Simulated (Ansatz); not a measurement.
# C3H11Si2+: where a starting geometry ends

The starting geometry of this gas-phase singlet was optimised with GFN2-xTB; its bonds are those of `C[Si+](C)C[SiH3]`.

```yaml
atoms:
  - { symbol: C, position_ang: [-0.2523, -0.7895, -1.7898] }
  - { symbol: C, position_ang: [-0.0088, -3.8415, -0.6766] }
  - { symbol: C, position_ang: [-2.7775, -2.2231, -0.3161] }
  - { symbol: Si, position_ang: [-1.0131, -2.2762, -0.9716] }
  - { symbol: Si, position_ang: [0.6347, 0.4811, -0.5639] }
  - { symbol: H, position_ang: [0.4934, -1.0982, -2.5231] }
  - { symbol: H, position_ang: [-1.0083, -0.2267, -2.3384] }
  - { symbol: H, position_ang: [1.0146, -3.7433, -1.0375] }
  - { symbol: H, position_ang: [-0.4511, -4.7010, -1.1792] }
  - { symbol: H, position_ang: [0.0394, -4.0864, 0.3840] }
  - { symbol: H, position_ang: [-3.4020, -2.9823, -0.7858] }
  - { symbol: H, position_ang: [-3.2493, -1.2569, -0.4927] }
  - { symbol: H, position_ang: [-2.8061, -2.4106, 0.7569] }
  - { symbol: H, position_ang: [2.0334, 0.5308, -0.9655] }
  - { symbol: H, position_ang: [0.4696, -0.1011, 0.7716] }
  - { symbol: H, position_ang: [-0.0776, 1.7440, -0.6965] }
```

Problem. Where would you expect an optimisation with PBE0-D3(BJ)/def2-SVP to take it?

Solution. A new bond forms, giving a structure with H15 bridging Si4 and Si5, given below by its coordinates. Distances that change by over a tenth: Si4–H15 (3.16 → 1.78 Å), Si5–H15 (1.47 → 1.63 Å). Contacts that close: Si4–Si5 (3.24 → 2.53 Å).

The energy falls by 0.46 eV over 15 steps:

```
step  E − E(last) (eV)
   1             0.459
   3             0.275
   4             0.264
   6             0.214
   7             0.170
   9             0.042
  10             0.008
  12             0.000
  13             0.000
  15             0.000
```

Final geometry (Å):

```xyz
16

C    -0.3456   -0.8635   -2.1567
C     0.1595   -3.5596   -0.5559
C    -2.5986   -1.9574   -0.2039
Si   -0.8625   -2.0481   -0.8156
Si    0.4100    0.1323   -0.7627
H     0.3867   -1.2568   -2.8762
H    -1.1684   -0.3540   -2.6783
H     1.2220   -3.3819   -0.7774
H    -0.2033   -4.3411   -1.2459
H     0.0596   -3.9411    0.4710
H    -3.2260   -2.5862   -0.8591
H    -2.9956   -0.9323   -0.2404
H    -2.6844   -2.3457    0.8218
H     1.8778    0.0707   -0.5866
H    -0.0802   -0.9572    0.3490
H    -0.3118    1.3409   -0.3072
```

No frequencies were run, so the end isn't proven a minimum. Run with Ansatz 0.2.0, 44 s on 2 threads of Arm Neoverse V2, with other jobs on the host.
